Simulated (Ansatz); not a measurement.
A nudged elastic band was laid between two geometries of FGeH3O2 (7 atoms, charge 0, multiplicity 1).

Method: Ansatz, RHF/def2-SVP.

```yaml
movable_images: 5
climbing_image: yes
spring: 5.0 eV/Å²
optimiser: quadratic models (default)
start_path: through a guess of the saddle point
force_threshold: 0.05 eV/Å
iteration_limit: 60
end_points: relaxed
```

Image 0:

```xyz
7
Properties=species:S:1:pos:R:3
Ge 0.162 -0.017 0.042
F 0.112 0.030 1.761
H 1.604 -0.058 -0.399
O -0.605 1.398 -0.593
H -1.549 1.444 -0.554
O -0.790 -1.412 -0.380
H -0.906 -2.080 0.280
```

Image 6:

```xyz
7
Properties=species:S:1:pos:R:3
Ge -0.059 -1.384 0.175
F 1.629 2.112 1.077
H 0.998 1.554 0.721
O -0.148 0.391 0.081
H -0.910 0.747 -0.363
O -1.585 -1.619 -0.690
H -1.897 -2.497 -0.846
```

(1) Which bonds break or form, and what moves?

(2) What energy profile does the band end with?

(3) What is the geometry of the highest image?

Results:

(1) Bonds broken: Ge1–F2, Ge1–H3. Bonds formed: F2–H3. FGeH3O2 becomes FH + GeH2O2.

(2) It converged. The highest image is number 1 of 0 to 6, 3.50 eV above the first end and 2.48 eV above the last; the last end lies 1.02 eV above the first. Neighbouring images differ by up to 3.5 eV, so the band resolves the path poorly. A vibrational analysis at the climbing image gives one clearly imaginary mode, 1863i cm⁻¹: a first-order saddle point. The orbitals stay closed-shell, which can raise the energy where a bond breaks towards radicals; this wasn't checked here.

```csv
image,path coordinate (Å),energy (eV),Ge1–F2 (Å),Ge1–H3 (Å),F2–H3 (Å)
0,0.00,0.00,1.72,1.51,2.63
1,1.35,3.50,2.02,1.62,1.29
2,2.49,1.39,2.74,2.88,0.90
3,3.63,1.27,2.83,3.06,0.90
4,4.78,1.09,3.11,2.72,0.91
5,5.92,1.04,3.60,2.95,0.91
6,7.06,1.02,3.99,3.17,0.91
```

(3) 
```xyz
7
Properties=species:S:1:pos:R:3
Ge 0.126 -0.028 -0.336
F 0.893 0.047 1.528
H 1.548 -0.094 0.427
O -0.795 1.402 -0.661
H -1.735 1.324 -0.564
O -1.130 -1.237 -0.248
H -0.879 -2.111 0.009
```

Run time: 6.5 min on 1 thread of Arm Neoverse N1, with other jobs on the host, peak memory 0.18 GiB.
